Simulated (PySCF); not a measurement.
Molecule: trans-1,4-dimethylcyclohexane (C[C@H]1CC[C@H](C)CC1, C8H16).

Structure with atom numbers: `[CH3:1][C@H:2]1[CH2:3][CH2:4][C@H:5]([CH3:6])[CH2:7][CH2:8]1`. Each H is labelled by its parent atom. Ha(C3), Ha(C4), Ha(C7), Ha(C8) are cis to C1 on the ring; Hb(C3), Hb(C4), Hb(C7), Hb(C8) are trans to C1 on the ring.

Geometry PBE0-D3(BJ)/def2-SVP throughout; GIAO in PySCF, gas phase, one conformer, non-relativistic; equivalent atoms averaged; basis pcSseg-1.

For orientation, B3LYP gives these absolute shieldings σ: C3/C4/C7/C8 140.3, C2/C5 143.0, C1/C6 154.1, Hb(C3)/Ha(C4)/Ha(C7)/Hb(C8) 29.84, H(C1)/H(C6) 30.46, H(C2)/H(C5) 30.41, Ha(C3)/Hb(C4)/Hb(C7)/Ha(C8) 30.57 ppm.

A run gave: C3/C4/C7/C8 147.5, C2/C5 150.7, C1/C6 159.6, Hb(C3)/Ha(C4)/Ha(C7)/Hb(C8) 30.00, H(C1)/H(C6) 30.53, H(C2)/H(C5) 30.58, Ha(C3)/Hb(C4)/Hb(C7)/Ha(C8) 30.71 ppm (absolute shieldings σ).

Which functional was used in that run?
A. BHandHLYP
B. WP04
C. KT3
D. HF

## Answers

A. C2/C5 tells them apart best: BHandHLYP gives 150.7, WP04 gives 136.2, KT3 gives 146.3, HF gives 162.1 ppm.
